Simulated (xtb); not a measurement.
Cl2Te (SMILES Cl[Te]Cl), singlet, from a rough starting geometry.

Here is a job for xtb.
```
$ xtb mol.xyz --gfn 2 --opt vtight --json

# file mol.xyz
3

Te    -0.00249691     0.00507252     1.01652535
Cl     1.11929923     1.31131720    -0.54316739
Cl    -1.03397972    -1.32302364    -0.51763696
```

Q: What does this run give for the total energy at the end of the optimisation, dipole moment, HOMO-LUMO gap?

A: 
- total energy at the end of the optimisation = -12.2455 Eh
- dipole moment = 1.87 D
- HOMO-LUMO gap = 2.96 eV
